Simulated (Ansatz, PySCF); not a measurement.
The pair A = NH3 (SMILES N) (first 4 atoms), B = CH6Si (SMILES C[SiH3]); geometry from B3LYP-D3(BJ)/def2-TZVP.
(charge 0, multiplicity 1):
```xyz
12

N      0.415    -0.625    -0.363
H      1.290    -0.528     0.138
H     -0.093     0.245    -0.256
H     -0.122    -1.347     0.104
C     -0.418     0.592     4.970
Si    -0.136     0.180     3.162
H     -0.990    -0.196     5.465
H     -0.971     1.527     5.075
H      0.532     0.700     5.498
H      0.615    -1.092     3.028
H      0.641     1.254     2.498
H     -1.431     0.034     2.453
```

Cores are frozen in the correlated methods. CBS(a, b) extrapolates the correlation energy as X⁻³ and adds the Hartree–Fock energy of set b. MP2 and its Hartree–Fock in aug-cc-pV(T+d)Z are density fitted.

Codes used: Ansatz (Gaussian basis) for Hartree–Fock, density functionals and correlated methods; PySCF for the dispersion terms. Values without a source in brackets are computed.

The monomers are drawn apart, rigid, along the line of their centres of mass. Counterpoise-corrected interaction energies (kcal/mol):

| level | R = 5.658 Å | R = 7.121 Å |
|---|---|---|
| PBE/def2-TZVPPD | -0.2270 | -0.0626 |
| PBE-D3(BJ)/def2-TZVPPD | -0.4256 | -0.1059 |
| wB97M-V/def2-TZVPPD | -0.3084 | -0.0913 |
| MP2/CBS(aug-cc-pV(D+d)Z, aug-cc-pV(T+d)Z) + ΔCCSD(T)/aug-cc-pV(D+d)Z | -0.2986 | -0.0856 |

Question: R is the distance of the centres of mass. Find the local exponent m of E ∝ R⁻ᵐ between the two points.

Answer: 
m = ln(E₁/E₂)/ln(R₂/R₁): PBE/def2-TZVPPD 5.6; PBE-D3(BJ)/def2-TZVPPD 6.0; wB97M-V/def2-TZVPPD 5.3; MP2/CBS(aug-cc-pV(D+d)Z, aug-cc-pV(T+d)Z) + ΔCCSD(T)/aug-cc-pV(D+d)Z 5.4. For scale, two fixed dipoles give m = 3, dipole and quadrupole 4, quadrupoles 5, and dispersion or dipole-induced dipole 6 at long range; at these distances several terms mix, and what is left of overlap and damping shifts m, so it need not match one of them.

Ansatz is an electronic-structure program.
